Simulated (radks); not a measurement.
Values are calculated unless marked as measured or tabulated.
Spherical quantum dot in the effective-mass picture: electrons in a well V = -V0 / (1 + exp((r - R)/a)) with V0 = 3.95, R = 13.5, a = 0.81, with a point charge +1 (a donor) at the centre, all in effective atomic units (hartree* = m*/eps^2 hartree, bohr* = eps/m* bohr), one dielectric constant everywhere. Level of theory: non-relativistic Kohn-Sham, LDA (Slater exchange, Perdew-Wang correlation), spin-polarised, spherical densities (a radial shooting solver with Libxc functionals). Levels are named by radial order and angular momentum (1s, 1p, 1d, 2s, ...), and open shells are averaged over m. Results are scaled to m* = 0.092 and eps = 13.8, for which hartree* = 13.15 meV and bohr* = 7.938 nm. Each electron was tried in the lowest free levels, single moves between levels near the top were tried too, and the lowest total energy was kept; such a search can miss a lower state. The series stops at N = 41: beyond it a trial failed or the search could not be trusted, so later rows were left out. At N = 1 the Hartree and exchange-correlation terms need not cancel, so that row can carry a self-interaction error.

N                         open shells  2S   E (meV)  mu = E(N) - E(N-1) (meV)  addition energy mu(N+1) - mu(N) (meV)  e(HOMO) (meV)  rms radius (nm)
1                    1s(up 1, down 0)   1  -58.2180                   -58.218                                  5.868        -55.461            14.60
2                                none   0  -110.568                   -52.350                                  2.955        -51.069            25.23
3                    2s(up 1, down 0)   1  -159.962                   -49.395                                  1.241        -48.846            43.03
4   1p(up 1, down 0) 2s(up 1, down 0)   2  -208.116                   -48.154                                  1.255        -47.524            50.34
5                    1p(up 3, down 0)   3  -255.015                   -46.898                                  1.303        -46.287            55.07
6   1p(up 3, down 0) 2s(up 1, down 0)   4  -300.610                   -45.595                                  1.518        -44.968            58.12
7   1p(up 3, down 1) 2s(up 1, down 0)   3  -344.687                   -44.077                                  1.213        -43.475            60.76
8   1p(up 3, down 2) 2s(up 1, down 0)   2  -387.551                   -42.864                                  1.230        -42.251            62.81
9                    2s(up 1, down 0)   1  -429.186                   -41.635                                  1.614        -41.017            64.47
10  1d(up 1, down 0) 2s(up 1, down 0)   2  -469.206                   -40.021                                  1.219        -39.411            65.94
11  1d(up 2, down 0) 2s(up 1, down 0)   3  -508.008                   -38.801                                  1.218        -38.192            67.19
12  1d(up 3, down 0) 2s(up 1, down 0)   4  -545.591                   -37.583                                  1.216        -36.975            68.28
13  1d(up 4, down 0) 2s(up 1, down 0)   5  -581.958                   -36.367                                  1.213        -35.760            69.23
14  1d(up 5, down 0) 2s(up 1, down 0)   6  -617.112                   -35.154                                  1.439        -34.548            70.08
15  1d(up 5, down 1) 2s(up 1, down 0)   5  -650.826                   -33.714                                  1.188        -33.121            70.87
16  1d(up 5, down 2) 2s(up 1, down 0)   4  -683.353                   -32.527                                  1.188        -31.933            71.57
17  1d(up 5, down 3) 2s(up 1, down 0)   3  -714.691                   -31.339                                  1.188        -30.745            72.21
18  1d(up 5, down 4) 2s(up 1, down 0)   2  -744.842                   -30.151                                  1.186        -29.558            72.80
19                   2s(up 1, down 0)   1  -773.807                   -28.965                                  1.647        -28.372            73.35
20  2s(up 1, down 0) 1f(up 1, down 0)   2  -801.124                   -27.317                                  1.172        -26.731            73.89
21  2s(up 1, down 0) 1f(up 2, down 0)   3  -827.269                   -26.145                                  1.171        -25.559            74.40
22  2s(up 1, down 0) 1f(up 3, down 0)   4  -852.243                   -24.974                                  1.169        -24.390            74.88
23  2s(up 1, down 0) 1f(up 4, down 0)   5  -876.049                   -23.805                                  1.167        -23.222            75.32
24  2s(up 1, down 0) 1f(up 5, down 0)   6  -898.687                   -22.638                                  1.165        -22.056            75.74
25  2s(up 1, down 0) 1f(up 6, down 0)   7  -920.161                   -21.473                                  1.163        -20.891            76.14
26  2s(up 1, down 0) 1f(up 7, down 0)   8  -940.471                   -20.310                                  1.384        -19.729            76.52
27  2s(up 1, down 0) 1f(up 7, down 1)   7  -959.397                   -18.927                                  1.149        -18.352            76.88
28  2s(up 1, down 0) 1f(up 7, down 2)   6  -977.175                   -17.778                                  1.148        -17.203            77.23
29  2s(up 1, down 0) 1f(up 7, down 3)   5  -993.804                   -16.629                                  1.147        -16.056            77.56
30  2s(up 1, down 0) 1f(up 7, down 4)   4  -1009.29                   -15.482                                  1.146        -14.909            77.87
31  2s(up 1, down 0) 1f(up 7, down 5)   3  -1023.62                   -14.337                                  1.144        -13.764            78.17
32  2s(up 1, down 0) 1f(up 7, down 6)   2  -1036.82                   -13.192                                  1.143        -12.621            78.46
33                   2s(up 1, down 0)   1  -1048.87                   -12.050                                  1.680        -11.479            78.74
34  2s(up 1, down 0) 1g(up 1, down 0)   2  -1059.24                   -10.369                                  1.134        -9.8023            79.03
35  2s(up 1, down 0) 1g(up 2, down 0)   3  -1068.47                   -9.2357                                  1.132        -8.6692            79.30
36  2s(up 1, down 0) 1g(up 3, down 0)   4  -1076.57                   -8.1032                                  1.131        -7.5374            79.56
37  2s(up 1, down 0) 1g(up 4, down 0)   5  -1083.55                   -6.9720                                  1.130        -6.4069            79.82
38  2s(up 1, down 0) 1g(up 5, down 0)   6  -1089.39                   -5.8422                                  1.128        -5.2778            80.06
39  2s(up 1, down 0) 1g(up 6, down 0)   7  -1094.10                   -4.7138                                  1.127        -4.1500            80.30
40  2s(up 1, down 0) 1g(up 7, down 0)   8  -1097.69                   -3.5867                                  1.126        -3.0237            80.53
41  2s(up 1, down 0) 1g(up 8, down 0)   9  -1100.15                   -2.4611                                      -        -1.8987            80.76

All shells are closed at N = 2 (there: 1s2); the second difference of the energy has clear peaks (12 % above both neighbours; the first and last values, which can be the largest, are not judged, and half-filled shells can peak too) at N = 6, 9, 14, 19, 26, 33.
